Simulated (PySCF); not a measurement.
# How methods differ on the excitation energy of Sb

Sb [Kr] 4d10 5s2 5p3 (4S) → Sb [Kr] 4d10 5s1 5p4, s spin flipped, as a difference of total energies. All numbers are calculated (PySCF 2.14, a scalar-relativistic core potential, in aug-cc-pwCVTZ-PP with ECP28MDF). Correlated levels: valence: 4s2 4p6 4d10 frozen; valence and next inner shell: nothing frozen outside the core potential. The calculations carry no spin-orbit coupling.

```csv
method,excitation energy (eV)
UHF,11.592
LDA,9.346
PBE,9.343
PBE0,9.893
r2SCAN,9.851
TPSS,9.467
PW91,9.363
M06-L,9.378
HSE06,9.798
MP2 (valence),10.372
SCS-MP2 (valence),10.124
MP2 (valence and next inner shell),10.119
SCS-MP2 (valence and next inner shell),9.897
```

Task: How much does correlation contribute at MP2 (valence and next inner shell)?

Result: 10.119 − (11.592) = -1.473 eV, measured against UHF.

The upper determinant mixes two multiplicities, so it lies between the two terms.

The upper state lies above the first ionisation limit, where it may autoionise and the basis confines it.
